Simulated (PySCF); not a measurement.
Compound: C₉H₁₆P (charge +1).
Atom-mapped SMILES: `[CH3:1][C:2]#[C:3][P@H+:4]1[C@H:5]([CH2:6][CH3:7])[C@@H:8]1[CH2:9][CH3:10]` (hydrogens: H11, H12, H13 on C1; H14 on P4; H15 on C5; H16, H17 on C6; H18, H19, H20 on C7; H21 on C8; H22, H23 on C9; H24, H25, H26 on C10)

Cartesian coordinates in Å at the PBE0-D3(BJ)/def2-SVP level; atoms count from 1:
```xyz
26
C9H16P angstrom
C      4.4222   -1.9140   -0.9214
C      3.0820   -1.4026   -0.7938
C      1.9467   -0.9698   -0.6850
P      0.3737   -0.3500   -0.5308
C     -0.6959   -0.7539    0.8821
C     -2.1705   -1.1037    0.7444
C     -2.8007   -0.9795   -0.6343
C     -0.1516    0.6764    0.8670
C     -1.0264    1.8905    0.6603
C     -0.2397    3.1302    0.2722
H      5.0854   -1.4382   -0.1823
H      4.8144   -1.7019   -1.9283
H      4.4386   -3.0035   -0.7613
H     -0.2830   -0.0779   -1.7407
H     -0.1473   -1.3953    1.5842
H     -2.2868   -2.1396    1.0949
H     -2.7140   -0.4761    1.4709
H     -2.3179   -1.6546   -1.3583
H     -3.8613   -1.2635   -0.5882
H     -2.7668    0.0443   -1.0384
H      0.6776    0.8363    1.5700
H     -1.5564    2.0554    1.6150
H     -1.8123    1.6800   -0.0811
H      0.5226    3.3767    1.0265
H     -0.9060    3.9986    0.1768
H      0.2729    2.9961   -0.6936
```

Computed with PySCF at PBE0/pcSseg-1, non-relativistic, on one gas-phase PBE0-D3(BJ)/def2-SVP geometry that isn't relaxed in the solvent. The solvent is an IEF-PCM continuum (cavity from Bondi-type radii × 1.2). Only the electrostatic response of the medium enters.

Gas phase at PBE0/pcSseg-1: HOMO -11.79 eV, LUMO -5.29 eV.

Problem. What does the continuum do to the energy and the frontier levels at PBE0/pcSseg-1 in chloroform and acetone?

Solution. 
```json
{"solvent": "chloroform", "ε": "4.711", "E(solvent) − E(gas) (kcal/mol)": "-37.85", "polarisation term (kcal/mol)": "-38.48", "distortion of the solute (kcal/mol)": "0.63", "HOMO (eV)": "-8.81", "LUMO (eV)": "-2.26"}
{"solvent": "acetone", "ε": "20.49", "E(solvent) − E(gas) (kcal/mol)": "-46.11", "polarisation term (kcal/mol)": "-47.30", "distortion of the solute (kcal/mol)": "1.19", "HOMO (eV)": "-8.18", "LUMO (eV)": "-1.61"}
```

The first energy column is the sum of the next two and covers electrostatics alone. From chloroform to acetone the lowering changes by a factor 1.22, Born's factor 1 − 1/ε by 1.21 and ε itself by 4.3.

Problem. Which radius a makes Born's formula ΔE = −(q²/2a)(1 − 1/ε) give the value in acetone?

Solution. a = q²(1 − 1/ε)/(2|ΔE|) = 3.42 Å, with q = +1 e and |ΔE| = 0.0735 Eh; the farthest nucleus lies 5.46 Å from the centroid of the nuclei. The formula assumes a point charge at the centre of a sphere.

Problem. Which Hirshfeld charges (PBE0/pcSseg-1) respond most in acetone (means over atoms taken as equivalent)?

Solution. 
```
   atoms             environment  gas (e)  solvent (e)  change
      P4  phosphonium phosphorus   +0.411       +0.433  +0.022
     H14            P–H hydrogen   +0.076       +0.095  +0.019
      C2           alkyne carbon   +0.076       +0.059  -0.017
 H15/H21        methine hydrogen   +0.077       +0.082  +0.005
      C1      propargylic carbon   -0.065       -0.070  -0.005
      C3           alkyne carbon   -0.130       -0.126  +0.004
H18 (×6)         methyl hydrogen   +0.052       +0.048  -0.004
 H16/H22      methylene hydrogen   +0.065       +0.061  -0.004
```
